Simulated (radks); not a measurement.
The numbers below are computed, except where a source is named.
Charge is removed step by step from the 3d down level of Zn, starting from [Ar] 3d(up 5, down 5) 4s2. Code: a radial shooting solver on a logarithmic mesh with Libxc functionals. Model: non-relativistic Kohn-Sham, TPSS, spin-polarised, spherical densities, point nucleus; meta-GGA in the generalised Kohn-Sham scheme.

| removed (e) | E - E(0) (eV) | eigenvalue (eV) | E minus straight line (eV) |
|---|---|---|---|
| 0 | 0.000 | -10.529 | 0.000 |
| 0.125 | 1.425 | -12.278 | -0.834 |
| 0.25 | 3.072 | -14.094 | -1.445 |
| 0.375 | 4.951 | -15.974 | -1.824 |
| 0.5 | 7.068 | -17.913 | -1.965 |
| 0.625 | 9.432 | -19.910 | -1.861 |
| 0.75 | 12.048 | -21.963 | -1.502 |
| 0.875 | 14.924 | -24.068 | -0.884 |
| 1 | 18.067 | -26.226 | 0.000 |

Removing the whole electron costs 18.067 eV by Delta-SCF, against 10.529 eV from minus the eigenvalue at the starting occupation. Slater's transition state (half an electron removed) gives 17.913 eV. Integrating minus the eigenvalue over the occupation (Janak's theorem) gives 18.067 eV. The mean slope of the eigenvalue, de/dn, is 15.7 eV per electron.
